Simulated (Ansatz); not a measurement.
Basis sets compared for triphenyltelluronium bromide, `[Br-].c1ccc([Te+](c2ccccc2)c2ccccc2)cc1`. Total charge 0; singlet. Geometry PBE-D4/def2-SVP. Ansatz on 2 threads of AMD EPYC 7R13 on a shared host and a share (18 GiB) of an NVIDIA H100 80GB HBM3; times are rough, and most runs start from earlier orbitals.

```xyz
35

Br   -1.516   -3.869    0.370
C    -0.817    3.880    1.679
C     0.353    3.139    1.448
C     0.278    1.763    1.175
C    -0.974    1.121    1.133
Te   -1.316   -1.060    0.759
C     0.765   -1.453    1.131
C     1.290   -1.155    2.398
C     2.641   -1.439    2.660
C     3.449   -2.002    1.662
C     2.907   -2.294    0.399
C     1.556   -2.028    0.128
C    -1.210   -0.736   -1.395
C    -0.744    0.487   -1.907
C    -0.712    0.677   -3.297
C    -1.155   -0.335   -4.163
C    -1.629   -1.547   -3.637
C    -1.657   -1.757   -2.248
C    -2.142    1.865    1.375
C    -2.067    3.242    1.642
H    -0.754    4.958    1.893
H     1.336    3.637    1.479
H     1.203    1.195    0.989
H     0.664   -0.699    3.180
H     3.059   -1.215    3.653
H     4.507   -2.221    1.870
H     3.539   -2.741   -0.384
H     1.120   -2.286   -0.848
H    -0.407    1.291   -1.238
H    -0.338    1.631   -3.701
H    -1.132   -0.177   -5.252
H    -1.979   -2.346   -4.309
H    -1.998   -2.717   -1.825
H    -3.131    1.373    1.356
H    -2.988    3.818    1.825
```

In the def2 sets Te takes a core potential; there is no spin–orbit coupling. Single mean-field runs in def2-TZVP are fitted with def2-universal-jkfit.

Binding counts from free atoms (Br doublet, C triplet, Te triplet, H doublet) in the same basis, without a counterpoise term.

| level | functions | energy (Eh) | HOMO (eV) | LUMO (eV) | binding per atom (eV) | wall time |
| --- | --- | --- | --- | --- | --- | --- |
| PBE-D4/def2-SVP | 385 | -3535.0502 | -5.04 | -2.23 | 5.19 | 5.5 s |
| PBE0-D4/def2-SVP | 385 | -3535.2144 | -6.16 | -1.51 | 5.08 | 7 s |

Task: Estimate the rows for PBE-D4/def2-TZVP (with forces), PBE0-D4/def2-TZVP.

Result: 
```tsv
level	functions	energy (Eh)	HOMO (eV)	LUMO (eV)	binding per atom (eV)	wall time
PBE-D4/def2-TZVP (with forces)	746	-3536.1069	-5.29	-2.38	5.12	7.5 s
PBE0-D4/def2-TZVP	746	-3536.2616	-6.33	-1.62	5.01	7 s
```
